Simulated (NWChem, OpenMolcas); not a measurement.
# SnNH2F (SMILES [NH2][Sn][F]): the vertical energy of the triplet above the singlet, rung by rung

SnNH2F has 5 atoms, charge 0, and is taken as a singlet. As SMILES, `[NH2][Sn][F]`. Geometry: relaxed at PBE0-D4/def2-TZVP. This is one conformer, not always the lowest.

```xyz
5

N    -0.3029    0.4955   -0.3933
Sn    0.3389   -0.0537    1.4232
F     0.9669   -1.7759    0.7543
H    -0.7468    1.3693   -0.6291
H    -0.2062   -0.1089   -1.1966
```

Each level gives the vertical energy of the triplet above the singlet (eV). The values are calculated.

| level | kind | program | value (eV) | CPU time (all runs) |
| --- | --- | --- | --- | --- |
| HF/def2-SVP (core potential) | Hartree–Fock | NWChem | 2.82 | 22 s |
| BLYP/def2-SVP (core potential) | GGA | OpenMolcas | 4.09 | 60 s |
| PBE/def2-SVP (core potential) | GGA | OpenMolcas | 3.63 | 51 s |
| revPBE/def2-SVP (core potential) | GGA | OpenMolcas | 3.58 | 48 s |
| M06-L/def2-SVP (core potential) | meta-GGA | OpenMolcas | 4.26 | 78 s |
| r2SCAN/def2-SVP (core potential) | meta-GGA | OpenMolcas | 3.50 | 79 s |
| PBE0/def2-SVP (core potential) | global hybrid | OpenMolcas | 3.53 | 47 s |
| MP2/def2-SVP (core potential) | perturbation theory | NWChem | 3.40 | 40 s |

Spin-orbit coupling, which can split open shells on such heavy atoms by tenths of an eV, is left out. The values span 2.82 to 4.26 eV. In the correlated wave-function rows the outer d shell of Sn is correlated, in sets not made for it. CPU times are rough (shared hosts, several kinds of processor): they show what a rung costs within a factor of a few.
